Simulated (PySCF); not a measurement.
Si(H)(OH)2(SeH) (H4O2SeSi), SMILES O[SiH](O)[SeH]. Atoms are numbered in the order given.

```xyz
8

Si    -1.0333     0.1974     0.2032
O     -1.7722    -0.6648    -0.9990
O     -1.2338    -0.3946     1.7359
Se     1.1972     0.1845    -0.3149
H     -1.6649     1.5300     0.2047
H     -1.3837    -1.5084    -1.2493
H     -0.7284    -1.1792     1.9701
H      1.5884     0.5980     1.0413
```

Geometry optimised at PBE0-D3(BJ)/def2-SVP. This is a generated structure with no PubChem entry under its InChIKey; it may be hypothetical. One conformer was computed; it need not be the lowest.

Computed with PBE0-D3(BJ)/def2-SVP run with PySCF.

Frequencies are harmonic and unscaled.

Computed normal modes with their intensities:
```csv
mode,ν (cm⁻¹),IR (km/mol),moving atoms (share of kinetic energy)
1,142,4.1,"H 66 %, O 24 %"
2,179,13.8,"H 49 %, O 38 %, Si 9 %"
3,206,13.6,"O 51 %, H 23 %, Se 23 %"
4,276,61.2,"H 85 %, O 13 %"
5,326,8.7,"O 37 %, H 33 %, Si 28 %"
6,348,143.3,"H 49 %, O 24 %, Si 19 %, Se 8 %"
7,433,116.3,"Si 50 %, H 23 %, O 15 %, Se 12 %"
8,638,0.9,H 95 %
9,751,13.6,"H 84 %, O 16 %"
10,759,194.0,"H 85 %, O 15 %"
11,828,411.3,"O 45 %, H 30 %, Si 25 %"
12,890,73.0,"H 82 %, O 13 %"
13,896,74.7,"H 71 %, O 18 %, Si 11 %"
14,969,166.1,"Si 49 %, O 44 %"
15,2334,98.6,H 97 %
16,2457,7.5,H 99 %
17,3923,72.3,H 94 %
18,3929,117.8,H 94 %
```
